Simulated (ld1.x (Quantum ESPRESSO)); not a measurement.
# Before and after: TM potential for gallium

* Element: gallium
* Generator: ld1.x (Quantum ESPRESSO) 7.5
* Type: norm-conserving Troullier–Martins (Kleinman–Bylander form)
* Functional: PBE
* Relativity: scalar-relativistic
* Frozen core: [Ar] 3d10
* Valence charge: 3
* Reference configuration: 4s2 4p0.5 (charge +0.5)
* Partial waves: 4s (bound): rc 1.30 bohr; 4p (bound): rc 1.70 bohr; 4d channel at 0.35 Ry: rc 1.70 bohr
* Local potential: all-electron potential smoothed inside 1.25 bohr (lloc = -1)
* Core correction: Bessel-smoothed model core inside 0.95 bohr

All-electron outer shells of the reference configuration (PBE, scalar-relativistic, ld1.x):

| shell | level (eV) | outermost node (bohr) | outermost maximum (bohr) |
| --- | --- | --- | --- |
| 4s | -12.43 | 0.81 | 1.87 |
| 4p | -5.62 | 0.87 | 2.41 |

Change: local potential all-electron potential smoothed inside 0.72 bohr (lloc = -1).

Cutoffs: the cutoffs (Ry, on a coarse ladder) from which the occupation-weighted sum of valence levels, in a spherical-Bessel basis at the reference potential, stays within 10 and 1 mRy of its value at 400 Ry; they do not see the model core or the augmentation charge, which bear on the density cutoff. Errors are all-electron minus pseudo energies relative to the spin-unpolarised reference configuration.

Problem. How do hardness, ghosts and transferability respond?

Solution. The potential gets neither clearly harder nor softer (45 Ry and 140 Ry → 45 Ry and 140 Ry); the bound ghosts move from d, s to d, p, s; of the 7 tests that both files solve, the error grows in 0 and shrinks in 6 by more than 15 % and 0.3 meV (median size 17.6 → 15.4 meV); the range in which the s phases agree narrows (upper end at the end of the scan → 2.7); the range in which the p phases agree widens (upper end 0.5 → at the end of the scan). In the separable form a ghost depends on how the local part lies against the semilocal potential of the channel, so the choice of the local part can create or remove one.

| quantity | base | changed |
| --- | --- | --- |
| cutoff, loose | 45 Ry | 45 Ry |
| cutoff, tight | 140 Ry | 140 Ry |
| bound ghosts | d, s | d, s, p |
| error for 4s2 4p1, meV [ΔE -2.03 eV] | -1.9 | -1.3 |
| error for 4s2 4p0, meV [ΔE 3.66 eV] | -6.5 | -4.6 |
| error for 4s1 4p0, meV [ΔE 24.79 eV] | -188 | -152 |
| error for 4s1 4p2, meV [ΔE 4.51 eV] | -18 | -15 |
| error for 4s0 4p3, meV [ΔE 11.34 eV] | -68 | -74 |
| error for 4s2 4p1.3, meV [ΔE -2.56 eV] | -3.2 | -2.4 |
| error for 4s1 4p1, meV [ΔE 11.03 eV] | -46 | -39 |
| s: phases at 1.84 bohr within 0.05 rad from the reference energy up to (Ry; the scan ends near 5) | to the end of the scan | 2.7 |
| p: phases at 1.84 bohr within 0.05 rad from the reference energy up to (Ry; the scan ends near 5) | 0.5 | to the end of the scan |
| d: phases at 1.84 bohr within 0.05 rad from the reference energy up to (Ry; the scan ends near 5) | 1.1 | 0.8 |

 A true bound ghost makes a file unfit for plane-wave use even where its test errors are small: the radial tests pick states by their node count and pass the ghost by.
